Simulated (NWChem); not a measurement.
System: hydrogen sulfate (HSO4 anion); SMILES O=S(=O)([O-])O

Here is an NWChem input.

```
start job
memory heap 200 mb stack 900 mb global 1100 mb
charge -1
geometry units angstroms noautoz
  O     -0.063529    -1.287643    -0.823386
  S      0.006026     0.172005     0.076375
  O      0.054943    -0.342402     1.478533
  O     -1.244229     0.874554    -0.295562
  O      1.249813     0.826501    -0.394394
  H      0.009116    -1.967039    -0.139946
end
basis spherical
  * library def2-svp
end
dft
  xc xpbe96 cpbe96
  iterations 150
  convergence energy 1d-9 density 1d-8 gradient 1d-7
  tolerances tight
end
task dft gradient
```

Parts of the log:

```
             Northwest Computational Chemistry Package (NWChem) 7.3.0
             --------------------------------------------------------

 C1  symmetry detected

                             Geometry "geometry" -> ""
                             -------------------------

 Output coordinates in angstroms (scale by  1.889725989 to convert to a.u.)

  No.       Tag          Charge          X              Y              Z
 ---- ---------------- ---------- -------------- -------------- --------------
    1 O                    8.0000    -0.61014807     1.33328070     0.53802859
    2 S                   16.0000     0.04187611    -0.14564895    -0.03869633
    3 O                    8.0000     1.09933141     0.33875880    -0.97688176
    4 O                    8.0000    -1.11445386    -0.81345260    -0.68056009
    5 O                    8.0000     0.54753527    -0.81689139     1.18226107
    6 H                    1.0000    -0.04813581     1.99681910     0.11635873

 Effective nuclear repulsion energy (a.u.)     270.0992260931

  pbe96 is a nonlocal functional; adding pw91lda local functional.

                                 NWChem DFT Module
                                 -----------------

 Summary of "ao basis" -> "ao basis" (spherical)
 ------------------------------------------------------------------------------
       Tag                 Description            Shells   Functions and Types
 ---------------- ------------------------------  ------  ---------------------
 O                          def2-svp                 6       14   3s2p1d
 S                          def2-svp                 8       18   4s3p1d
 H                          def2-svp                 3        5   2s1p

  itol2e modified to match energy
  convergence criterion.
  tol_rho modified to match energy
  convergence criterion.

            General Information
            -------------------
          SCF calculation type: DFT
          Wavefunction type:  closed shell.
          No. of atoms     :     6
          No. of electrons :    50
           Alpha electrons :    25
            Beta electrons :    25
          Charge           :    -1
          Spin multiplicity:     1
          Use of symmetry is: off; symmetry adaption is: off
          Maximum number of iterations: 150
          AO basis - number of functions:    79
                     number of shells:    35
          Convergence on energy requested:  1.00D-09
          Convergence on density requested:  1.00D-08
          Convergence on gradient requested:  1.00D-07

              XC Information
              --------------
          PerdewBurkeErnzerhof Exchange Functional  1.000
            Perdew 1991 LDA Correlation Functional  1.000 local
           PerdewBurkeErnz. Correlation Functional  1.000 non-local

             Grid Information
             ----------------
          Grid used for XC integration:  medium
          Radial quadrature: Mura-Knowles
          Angular quadrature: Lebedev.
          Tag              B.-S. Rad. Rad. Pts. Rad. Cut. Ang. Pts.
          ---              ---------- --------- --------- ---------
          O                   0.60       49           9.0       434
          S                   1.00       88           8.0       590
          H                   0.35       45           8.0       434
          Grid pruning is: on
          Number of quadrature shells:   329
          Spatial weights used:  Erf1

      Superposition of Atomic Density Guess
      -------------------------------------

 Sum of atomic energies:        -696.61121293

 Renormalizing density from      49.00 to     50

      Non-variational initial energy
      ------------------------------

 Total energy =    -706.867740
 1-e energy   =   -1531.218793
 2-e energy   =     554.251827
 HOMO         =      -0.071128
 LUMO         =       0.360690

   convergence    iter        energy       DeltaE   RMS-Dens  Diis-err
 ---------------- ----- ----------------- --------- --------- ---------
 d= 0,ls=0.0,diis     1   -698.4495233483 -9.69D+02  4.95D-02  3.61D+00
 d= 0,ls=0.0,diis     2   -697.3177788635  1.13D+00  3.32D-02  1.62D+01
 d= 0,ls=0.0,diis     3   -698.8298909772 -1.51D+00  6.93D-03  4.06D-01
 d= 0,ls=0.0,diis     4   -698.8572324299 -2.73D-02  3.02D-03  1.24D-01
 d= 0,ls=0.0,diis     5   -698.8678026774 -1.06D-02  8.75D-04  1.63D-02
 d= 0,ls=0.0,diis     6   -698.8692601219 -1.46D-03  1.80D-04  2.12D-04
 d= 0,ls=0.0,diis     7   -698.8692685903 -8.47D-06  1.00D-04  1.36D-04
 d= 0,ls=0.0,diis     8   -698.8692816510 -1.31D-05  1.69D-05  3.32D-06
 d= 0,ls=0.0,diis     9   -698.8692820012 -3.50D-07  1.93D-06  3.28D-08
 d= 0,ls=0.0,diis    10   -698.8692820034 -2.26D-09  1.06D-06  1.17D-08
 d= 0,ls=0.0,diis    11   -698.8692820045 -1.04D-09  3.12D-07  1.43D-09
 d= 0,ls=0.0,diis    12   -698.8692820046 -1.44D-10  2.03D-08  3.11D-12
 d= 0,ls=0.0,diis    13   -698.8692820046 -3.18D-12  2.93D-09  1.08D-13

         Total DFT energy =     -698.869282004606
      One electron energy =    -1512.631537798003
           Coulomb energy =      604.021621418283
    Exchange-Corr. energy =      -60.358591718014
 Nuclear repulsion energy =      270.099226093128

 Numeric. integr. density =       50.000002029279

                       DFT Final Molecular Orbital Analysis
                       ------------------------------------

 Vector   23  Occ=2.000000D+00  E=-3.561087D-02
              MO Center=  4.9D-01,  1.2D-01, -5.2D-01, r^2= 2.3D+00
   Bfn.  Coefficient  Atom+Function         Bfn.  Coefficient  Atom+Function
  ----- ------------  ---------------      ----- ------------  ---------------
    37      0.500887  3 O  py                40      0.385328  3 O  py
    50      0.211678  4 O  px                53      0.161865  4 O  px
    66     -0.158846  5 O  pz                 4     -0.146651  1 O  px
    64      0.129561  5 O  px                69     -0.122700  5 O  pz
    52     -0.117435  4 O  pz                 6      0.116742  1 O  pz

 Vector   24  Occ=2.000000D+00  E=-1.947347D-02
              MO Center= -2.7D-01, -1.9D-01,  3.1D-01, r^2= 2.7D+00
   Bfn.  Coefficient  Atom+Function         Bfn.  Coefficient  Atom+Function
  ----- ------------  ---------------      ----- ------------  ---------------
    65     -0.300748  5 O  py                51      0.289200  4 O  py
     6      0.273490  1 O  pz                66     -0.251801  5 O  pz
    50     -0.236158  4 O  px                68     -0.229648  5 O  py
    54      0.220471  4 O  py                 4      0.214365  1 O  px
     9      0.204071  1 O  pz                69     -0.191248  5 O  pz

 Vector   25  Occ=2.000000D+00  E= 1.062727D-03
              MO Center=  1.6D-01, -4.4D-01, -1.3D-01, r^2= 2.7D+00
   Bfn.  Coefficient  Atom+Function         Bfn.  Coefficient  Atom+Function
  ----- ------------  ---------------      ----- ------------  ---------------
    64      0.346058  5 O  px                52      0.337497  4 O  pz
    38     -0.283046  3 O  pz                67      0.264455  5 O  px
    55      0.258076  4 O  pz                36     -0.250843  3 O  px
    41     -0.218957  3 O  pz                39     -0.193746  3 O  px
    51     -0.183150  4 O  py                65      0.183513  5 O  py

 Vector   26  Occ=0.000000D+00  E= 2.087793D-01
              MO Center=  2.0D-02,  1.8D+00,  5.8D-02, r^2= 2.8D+00
   Bfn.  Coefficient  Atom+Function         Bfn.  Coefficient  Atom+Function
  ----- ------------  ---------------      ----- ------------  ---------------
    76      1.276122  6 H  s                  3     -0.793228  1 O  s
    18      0.374291  2 S  s                  7     -0.248699  1 O  px
     2     -0.195687  1 O  s                 17      0.190151  2 S  s
     8     -0.188844  1 O  py                 9      0.189065  1 O  pz
     4     -0.179818  1 O  px                49     -0.176590  4 O  s

 Vector   27  Occ=0.000000D+00  E= 2.589872D-01
              MO Center= -9.2D-02,  4.2D-01,  9.5D-02, r^2= 2.4D+00
   Bfn.  Coefficient  Atom+Function         Bfn.  Coefficient  Atom+Function
  ----- ------------  ---------------      ----- ------------  ---------------
    26      0.691140  2 S  py                76     -0.534307  6 H  s
     8      0.525568  1 O  py                18      0.475872  2 S  s
    17      0.448769  2 S  s                  5      0.403370  1 O  py
    23      0.393079  2 S  py                25     -0.259155  2 S  px
    27      0.240036  2 S  pz                16     -0.233445  2 S  s

 Vector   28  Occ=0.000000D+00  E= 2.844128D-01
              MO Center=  2.5D-01, -3.5D-01, -2.2D-01, r^2= 2.4D+00
   Bfn.  Coefficient  Atom+Function         Bfn.  Coefficient  Atom+Function
  ----- ------------  ---------------      ----- ------------  ---------------
    18      1.409440  2 S  s                 35     -0.480000  3 O  s
    49     -0.427479  4 O  s                 63     -0.428500  5 O  s
    69      0.395374  5 O  pz                17      0.393047  2 S  s
    53     -0.387756  4 O  px                76     -0.379126  6 H  s
    26     -0.376834  2 S  py                40      0.308147  3 O  py

     Multipole analysis of the density
     ---------------------------------

     L   x y z        total         alpha         beta         nuclear
     -   - - -        -----         -----         ----         -------
     0   0 0 0     -1.000000    -25.000000    -25.000000     49.000000

     1   1 0 0      0.064482      0.032241      0.032241      0.000000
     1   0 1 0      0.843550      0.421775      0.421775      0.000000
     1   0 0 1     -0.016670     -0.008335     -0.008335      0.000000

     2   2 0 0    -31.885038    -60.600954    -60.600954     89.316871
     2   1 1 0     -0.089287      0.041421      0.041421     -0.172129
     2   1 0 1      0.008262      0.009166      0.009166     -0.010070
     2   0 2 0    -27.211907    -67.346895    -67.346895    107.481884
     2   0 1 1      0.299383     -0.058228     -0.058228      0.415840
     2   0 0 2    -31.854338    -60.342113    -60.342113     88.829888

  itol2e modified to match energy
  convergence criterion.

            General Information
            -------------------
          SCF calculation type: DFT
          Wavefunction type:  closed shell.
          No. of atoms     :     6
          No. of electrons :    50
           Alpha electrons :    25
            Beta electrons :    25
          Charge           :    -1
          Spin multiplicity:     1
          Use of symmetry is: off; symmetry adaption is: off
          Maximum number of iterations: 150
          AO basis - number of functions:    79
                     number of shells:    35
          Convergence on energy requested:  1.00D-09
          Convergence on density requested:  1.00D-08
          Convergence on gradient requested:  1.00D-07

              XC Information
              --------------
          PerdewBurkeErnzerhof Exchange Functional  1.000
            Perdew 1991 LDA Correlation Functional  1.000 local
           PerdewBurkeErnz. Correlation Functional  1.000 non-local

             Grid Information
             ----------------
          Grid used for XC integration:  medium
          Radial quadrature: Mura-Knowles
          Angular quadrature: Lebedev.
          Tag              B.-S. Rad. Rad. Pts. Rad. Cut. Ang. Pts.
          ---              ---------- --------- --------- ---------
          O                   0.60       49           9.0       434
          S                   1.00       88           8.0       590
          H                   0.35       45           8.0       434
          Grid pruning is: on
          Number of quadrature shells:   329
          Spatial weights used:  Erf1

          Convergence Information
          -----------------------
          Convergence aids based upon iterative change in
          total energy or number of iterations.
          Levelshifting, if invoked, occurs when the
          HOMO/LUMO gap drops below (HL_TOL):  1.00D-02
          DIIS, if invoked, will attempt to extrapolate
          using up to (NFOCK): 10 stored Fock matrices.

                    Damping( 0%)  Levelshifting(0.5)       DIIS
                  --------------- ------------------- ---------------
          dE  on:    start            ASAP                start
          dE off:    2 iters        150 iters           150 iters

                            NWChem DFT Gradient Module
                            --------------------------

  charge          =  -1.00
  wavefunction    = closed shell

                         DFT ENERGY GRADIENTS

    atom               coordinates                        gradient
                 x          y          z           x          y          z
   1 O      -1.153013   2.519535   1.016727    0.011547  -0.001968  -0.009146
   2 S       0.079134  -0.275237  -0.073125   -0.002872   0.001644   0.002152
   3 O       2.077435   0.640161  -1.846039   -0.006305  -0.004164   0.005616
   4 O      -2.106012  -1.537203  -1.286072    0.007816   0.003456   0.003722
   5 O       1.034692  -1.543701   2.234149   -0.002814   0.003542  -0.008102
   6 H      -0.090963   3.773441   0.219886   -0.007372  -0.002510   0.005758
```

Level: PBE/def2-SVP. Sets without diffuse functions describe the anion's extra electron poorly. Geometry: optimised at B3LYP/def2-SVPD. The highest occupied level is positive, so the extra electron may be held by the finite basis.
